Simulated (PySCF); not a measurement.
Electron correlation in Co (cobalt, neutral)

[Ar] 3d9, 2D determinant (an excited configuration). Calculation: PySCF 2.14, in dyall-av2z; no relativity, point nucleus. Frozen: [Ar]; 9 electrons correlated; the 33 highest virtual orbitals of each spin left out.

```json
{"level": "CCSD", "correlation energy (mhartree)": "-343.88"}
{"level": "(T)", "correlation energy (mhartree)": "-27.57"}
{"level": "CCSD(T)", "correlation energy (mhartree)": "-371.45"}
```

Diagnostics: T1 = 0.054, D1 = 0.1545, largest double amplitude 0.031.

T1 exceeds 0.03, a sign that the reference determinant is poor.

Cost of the coupled-cluster step: about 30 core-seconds, for 9 correlated electrons.
